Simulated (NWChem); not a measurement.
Molecule: CH₅BOS; SMILES OB(C)S

```xyz
9

B     -0.0756    -0.4199    -0.0033
C      1.2077    -1.3422    -0.0002
H      1.1721    -2.0691    -0.8238
H      1.2600    -1.9232     0.9316
H      2.1464    -0.7873    -0.0907
O     -1.3507    -0.9111     0.0000
H     -1.3650    -1.8803    -0.0012
S      0.1199     1.3992    -0.0006
H     -1.1938     1.7141     0.0105
```
Atoms are numbered in this order, from 1.

Coordinates come from a B3LYP/6-31G* (spherical d) optimisation.

Task: List the 4 lowest vertical singlet excitations from LDA (Slater exchange, VWN5)/6-31G* (spherical d), full TDDFT (NWChem).

Result: 
| state | energy (eV) | oscillator strength | leading excitation (squared amplitude) |
|---|---|---|---|
| S1 | 6.51 | 0.146 | HOMO → LUMO (0.94) |
| S2 | 6.71 | 0.001 | HOMO → LUMO+1 (0.95) |
| S3 | 7.01 | 0.000 | HOMO → LUMO+2 (0.99) |
| S4 | 7.11 | 0.001 | HOMO−1 → LUMO (0.95) |
